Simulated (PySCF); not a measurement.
Ga2H6, optimised at PBE0/def2-TZVP:

```xyz
8

Ga     1.2434     0.2689    -0.1878
H     -0.0374    -0.5698    -1.0451
Ga    -1.2634    -0.2764     0.1752
H      0.0167     0.5644     1.0312
H      2.2302    -0.7959     0.3683
H      1.5236     1.6075    -0.9269
H     -2.2532     0.7863    -0.3794
H     -1.5394    -1.6157     0.9145
```

Computed with PySCF and rigid-rotor harmonic-oscillator thermochemistry at 1 bar. 6-31G* has spherical d functions here. All species are closed-shell singlets. B3LYP is the form with VWN-RPA correlation. Ga: all electrons, no relativistic terms. Ga2H6: computed as isolated molecules; such fragments, hydroxides, amides, oligomers or adducts are transient or little studied in the gas.

**Question.** List the harmonic frequencies (cm⁻¹, unscaled) at this level and at the other levels, each on its own geometry.

**Answer.** 
- PBE0/def2-TZVP: 211, 231, 415, 455, 474, 647, 672, 730, 750, 757, 1283, 1336, 1351, 1525, 2015, 2021, 2028, 2035
- B3LYP/6-31G*: 209, 222, 368, 441, 470, 637, 661, 723, 734, 744, 1214, 1247, 1288, 1460, 1975, 1980, 1992, 1999
- HF/6-31G*: 230, 231, 347, 472, 494, 699, 726, 791, 812, 848, 1231, 1289, 1363, 1538, 2054, 2058, 2061, 2067
- PBE/def2-SVP: 207, 224, 404, 444, 469, 622, 644, 700, 726, 728, 1244, 1290, 1294, 1471, 1951, 1954, 1968, 1976
